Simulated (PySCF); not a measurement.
Gas-phase reaction: SnCl₂ + 3 H ⇌ SnH₃Cl + Cl

Method: PySCF energies plus ideal-gas RRHO corrections (1 bar). † marks an energy on the PBE0/def2-TZVP geometry and frequencies. MP2 freezes the core. Open shells (unrestricted): H (multiplicity 2), Cl (multiplicity 2, electronic degeneracy 6); the rest are closed-shell singlets. Spin-orbit splitting is ignored; it lowers the true energy and changes the entropy of Cl. Sn: scalar-relativistic def2 core potential, no spin-orbit coupling. SnH₃Cl: computed as isolated molecules; such fragments, hydroxides, amides, oligomers or adducts are transient or little studied in the gas. MP2 isn't extrapolated to the basis-set limit; its ΔH°(298 K) is -306.7 kJ in def2-SVP and -287.9 kJ in def2-TZVPP. The harmonic model lacks anharmonicity and excited electronic states, which grow with temperature; levels with a mode under 35 cm⁻¹ are left out. Soft modes under 120 cm⁻¹ make the harmonic entropy rough for SnCl₂.

```tsv
level	ΔE electronic, kJ	ΔH°(298 K), kJ	ΔS°(298 K), J/K	ΔG°(2500 K), kJ
MP2/def2-TZVPP†	-326	-288	-206	277
PBE/def2-TZVP†	-319	-281	-206	284
LDA/def2-TZVP†	-375	-337	-206	228
ωB97M-V/def2-TZVP†	-370	-332	-206	233
ωB97X-V/def2-TZVP†	-379	-340	-206	224
```
ΔH° is lowest at ωB97X-V/def2-TZVP† and highest at PBE/def2-TZVP†. No reference value is set beside these.
